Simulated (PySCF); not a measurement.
# [Lu(H2O)]3+ at several levels of theory

Computed with PySCF 2.14.0 (density fitting, no spin-orbit coupling) at the geometry relaxed with PBE0:

```xyz
4
[Lu(H2O)]3+ (singlet)
Lu    0.0000    0.0000   -0.0132
O     0.0000    0.0000    2.0559
H     0.7838    0.0000    2.6886
H    -0.7838    0.0000    2.6886
```

| level | basis | state | HOMO (eV) | gap (eV) | charge on Lu1 (e) | population of f-type functions on Lu1 (core shells left out) | dipole about the centre of mass (D) | largest force component (eV/Å) |
| --- | --- | --- | --- | --- | --- | --- | --- | --- |
| PBE0 | Lu def2-SVP with ECP28, O def2-SVP, H def2-SVP | singlet | -29.02 | 7.96 | 2.57 | 14.02 | 3.71 | 0.00 |
| BP86 | the same | singlet | -27.50 | 5.40 | 2.52 | 14.02 | 4.05 | 0.56 |
| PBE0 | Lu def2-TZVP with ECP28, O def2-TZVP, H def2-TZVP | singlet | -28.99 | 7.93 | 2.59 | 14.02 | 3.80 | 0.54 |

Charges are Mulliken's, which hang on the basis. The relaxation used the grid (50, 194), these runs (75, 302) or, all-electron (x2c bases, spin-free X2C Hamiltonian), (99, 590).

Q: What does TPSSh with Lu def2-SVP with ECP28, O def2-SVP, H def2-SVP give here?

A: state singlet, HOMO (eV) -28.08, gap (eV) 6.58, charge on Lu1 (e) 2.55, population of f-type functions on Lu1 (core shells left out) 14.02, dipole about the centre of mass (D) 3.85, largest force component (eV/Å) 0.24. Time: 19 s on 2 threads of Intel(R) Xeon(R) Processor @ 2.50GHz (Skylake/Cascade Lake), with other jobs on the host, from an already converged density.

In the first row's basis the gap widens with exact exchange: 5.4 eV for BP86 (none); 6.6 to 8.0 eV for TPSSh, PBE0 (a fixed share).
